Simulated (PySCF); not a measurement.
The numbers are results of PBE-D3(BJ)/def2-TZVP // r2SCAN-D4/def2-TZVP run with PySCF, not measurements. Gas-phase values, no solvent. One relaxed conformer stands for a flexible species; it need not be the lowest. Excitations are Tamm–Dancoff values on a coarser integration grid. The basis has no diffuse functions, so Rydberg states are missing or too high.

Reference species (SMILES): `[OH][Ga]([OH])[OH]` (neutral, multiplicity 1).

```
Property                  Result
----------------------  --------
HOMO–LUMO gap            5.36 eV
HOMO                    -7.21 eV
S1 oscillator strength     0.000
S1–T1 gap (TDA)          0.31 eV
```

After one change: the HOMO–LUMO gap is nearly the same; the HOMO falls by 0.68 eV; the S1 oscillator strength hardly moves; the S1–T1 gap (TDA) increases by 0.02 eV.

### Question
What was changed between the two runs? The new species is one of these.
A) `[Cl][Ga]([Cl])[Cl]`
B) `[OH][Ga]([OH])[Cl]` (H–O–Ga–Cl torsion 0°, Cl–Ga–O–H torsion 180°)
C) `[OH][Ga]([Cl])[Cl]` (H–O–Ga–Cl torsion 180°)

### Answer
C, `[OH][Ga]([Cl])[Cl]` (H–O–Ga–Cl torsion 180°)
